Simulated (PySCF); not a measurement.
C₆H₈N₂O₂.
Z-matrix (Å and degrees, GFN2-xTB geometry), rows numbered from 1:
```
O 
C   1  1.2068
N   2  1.3473  1  126.23
C   3  1.4368  2  123.47  1     6.70
C   4  1.5092  3  118.67  2   -37.50
C   5  1.3290  4   94.78  3   121.29
C   6  1.5045  5   94.88  4    -3.25
N   7  1.4379  4  114.83  3    -7.65
C   8  1.3468  7  120.42  4    70.38
O   9  1.2074  8  125.09  7     7.59
H   2  1.1068  1  122.37  3  -178.12
H   3  1.0084  2  118.35  1   169.52
H   4  1.0918  3  108.15  2  -169.15
H   5  1.0730  4  130.43  3   -61.05
H   6  1.0730  5  134.68  4   177.68
H   7  1.0935  4  113.94  3   119.20
H   8  1.0098  7  116.06  4   -86.91
H   9  1.1054  8  112.09  7  -174.41
```

Probes without a nucleus sit at each ring's centroid and 1 Å off its mean plane on both sides; NICS is minus the shielding there, NICSzz its component along the normal. Level: GIAO PBE0/pcSseg-1 (PySCF, non-relativistic, gas phase) on the GFN2-xTB geometry, one conformer.

Ring bond lengths (Å), with Mayer bond orders in brackets: C4–C5 1.509 (1.02), C5–C6 1.329 (1.78), C6–C7 1.505 (1.02), C7–C4 1.585 (0.95).

Problem. What do the NICS probes read (ppm)?

Solution. 
```json
{"ring": "C4–C5–C6–C7", "type": "4-membered carbocycle; formal bonds 1 double, 3 single", "NICS(0)": "1.7", "NICS(1), two faces": "-0.1 / -3.5", "NICS(1)zz, two faces": "2.9 / -2.1", "rms pucker (Å)": "0.02", "centre to ring atoms, mean (Å)": "1.05"}
```

Problem. What can be read from them?

Solution. 
- C4–C5–C6–C7: mean NICS(1)zz 0.4 ppm, near zero. C4, C7 have four or more neighbours; no verdict on aromaticity is drawn. The two faces differ by 5.0 ppm, so no symmetry operation interchanges them.

Problem. At the first NICS(1) probe listed for ring C4–C5–C6–C7, 1 Å off the ring, how large is the induced field along the normal in 11.7 T applied along it?

Solution. NICSzz × B0 = 2.9 ppm × 11.7 T = 34 μT, along the applied field.

On one thread, Intel Xeon at 2.50 GHz (x86_64), shared host with 64 logical CPUs at a one-minute load of 57, this took 2.4 min wall, 2.1 min CPU (with the writing of density and orbital grids) and 0.94 GiB of memory at its peak. This is the whole shielding run at PBE0/pcSseg-1, SCF included.
